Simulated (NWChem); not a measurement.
System: WH₂O₄; SMILES [OH][W](=[O])([OH])=[O]

NWChem printed, in part:

```
             Northwest Computational Chemistry Package (NWChem) 7.3.0
             --------------------------------------------------------

                             Geometry "geometry" -> ""
                             -------------------------

 Output coordinates in angstroms (scale by  1.889725989 to convert to a.u.)

  No.       Tag          Charge          X              Y              Z
 ---- ---------------- ---------- -------------- -------------- --------------
    1 W                   74.0000     0.00000000     0.00000000    -0.12157800
    2 O                    8.0000     0.00000000     1.35527700     0.91132100
    3 O                    8.0000     0.00000000    -1.35527700     0.91132100
    4 O                    8.0000     1.54180200     0.00000000    -1.19334500
    5 H                    1.0000     2.48652200     0.00000000    -1.01167000
    6 O                    8.0000    -1.54180200     0.00000000    -1.19334500
    7 H                    1.0000    -2.48652200     0.00000000    -1.01167000

 Effective nuclear repulsion energy (a.u.)     816.5264152854

 Summary of "ao basis" -> "ao basis" (spherical)
 ------------------------------------------------------------------------------
       Tag                 Description            Shells   Functions and Types
 ---------------- ------------------------------  ------  ---------------------
 W                          def2-svp                12       32   6s3p2d1f
 O                          def2-svp                 6       14   3s2p1d
 H                          def2-svp                 3        5   2s1p

            General Information
            -------------------
          SCF calculation type: DFT
          Wavefunction type:  closed shell.
          No. of atoms     :     7
          No. of electrons :    48
           Alpha electrons :    24
            Beta electrons :    24
          Charge           :     0
          Spin multiplicity:     1
          Use of symmetry is: off; symmetry adaption is: off
          Maximum number of iterations: 150
          AO basis - number of functions:    98
                     number of shells:    42
          Convergence on energy requested:  1.00D-06
          Convergence on density requested:  1.00D-05
          Convergence on gradient requested:  5.00D-04

              XC Information
              --------------
          PerdewBurkeErnzerhof Exchange Functional  1.000
            Perdew 1991 LDA Correlation Functional  1.000 local
           PerdewBurkeErnz. Correlation Functional  1.000 non-local

             Grid Information
             ----------------
          Grid used for XC integration:  medium
          Radial quadrature: Mura-Knowles
          Angular quadrature: Lebedev.
          Tag              B.-S. Rad. Rad. Pts. Rad. Cut. Ang. Pts.
          ---              ---------- --------- --------- ---------
          W                   1.35      123           9.0       590
          O                   0.60       49          11.0       434
          H                   0.35       45          12.0       434
          Grid pruning is: on
          Number of quadrature shells:   409
          Spatial weights used:  Erf1

      Superposition of Atomic Density Guess
      -------------------------------------

 Sum of atomic energies:        -372.93978998

      Non-variational initial energy
      ------------------------------

 Total energy =    -366.275020
 1-e energy   =    -969.805338
 2-e energy   =     379.720042
 HOMO         =      -0.462483
 LUMO         =      -0.014792

[...]

                         DFT ENERGY GRADIENTS

    atom               coordinates                        gradient
                 x          y          z           x          y          z
   1 W       0.000000   0.000000  -0.229749   -0.000001  -0.000024   0.020591
   2 O       0.000000   2.561102   1.722147   -0.000000  -0.020475  -0.016737
   3 O       0.000000  -2.561102   1.722147   -0.000000   0.020502  -0.016768
   4 O       2.913583   0.000000  -2.255095    0.001024  -0.000001   0.008685
   5 H       4.698845   0.000000  -1.911779   -0.009959  -0.000000  -0.002228
   6 O      -2.913583   0.000000  -2.255095   -0.001023  -0.000001   0.008686
   7 H      -4.698845   0.000000  -1.911779    0.009960  -0.000000  -0.002229
```

Level: PBE/def2-SVP with def2 effective core potentials on W. The geometry was optimised at PBE0/def2-SVP. Not confirmed as a minimum by frequencies. def2 effective core potentials on W; no spin-orbit coupling.

Problem. Reconstruct the input file.

Solution. This is not unique; one that fits is the input that was run:
```
start job
memory heap 200 mb stack 900 mb global 1100 mb
geometry units angstroms noautosym nocenter noautoz
  W      0.000000     0.000000    -0.121578
  O      0.000000     1.355277     0.911321
  O      0.000000    -1.355277     0.911321
  O      1.541802     0.000000    -1.193345
  H      2.486522     0.000000    -1.011670
  O     -1.541802     0.000000    -1.193345
  H     -2.486522     0.000000    -1.011670
end
basis spherical
  * library def2-svp
end
ecp
  W library def2-ecp
end
dft
  xc xpbe96 cpbe96
  iterations 150
end
task dft gradient
```
